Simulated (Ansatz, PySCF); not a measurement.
Bond stretch in BeH (cation, charge +1), singlet.

Computed with: RHF/STO-3G = restricted Hartree-Fock/STO-3G run with PySCF; UKS-PBE0 = unrestricted PBE0/aug-cc-pVQZ (Ansatz, a quantum-chemistry and plane-wave program); RKS-PBE0 = restricted PBE0/aug-cc-pVQZ (Ansatz); FCI = full CI/aug-cc-pVQZ, frozen core in Ansatz.

Energies relative to the lowest point of each curve near equilibrium, in kcal/mol:

```tsv
R / Å	RHF/STO-3G	UKS-PBE0	RKS-PBE0
1.07	21.6	16.9	16.9
1.21	3.5	2.5	2.5
1.23	2.3	1.6	1.6
1.33	0.0	0.0	0.0
1.38	0.7	0.6	0.6
1.43	2.4	2.0	2.0
1.44	2.9	2.3	2.3
2.38	89.4	51.9	59.9
2.68	112.4	58.2	74.2
2.89	125.1	61.1	82.1
4.65	164.3	67.9	106.4
5.28	166.5	68.1	107.2
```

Question: Estimate the FCI values at these points.

Answer: 1.07: 16.6; 1.21: 2.4; 1.23: 1.5; 1.33: 0.0; 1.38: 0.7; 1.43: 2.1; 1.44: 2.4; 2.38: 52.6; 2.68: 61.6; 2.89: 65.6; 4.65: 72.7; 5.28: 72.9 (kcal/mol).

The restricted form behind RHF/STO-3G, RKS-PBE0 keeps the bonding electrons paired and can't separate into open-shell fragments. The unrestricted determinant behind UKS-PBE0 is spin-contaminated at 1.99 to 5.28 Å (<S²> up to 1.0, against 0.00 for a pure singlet).
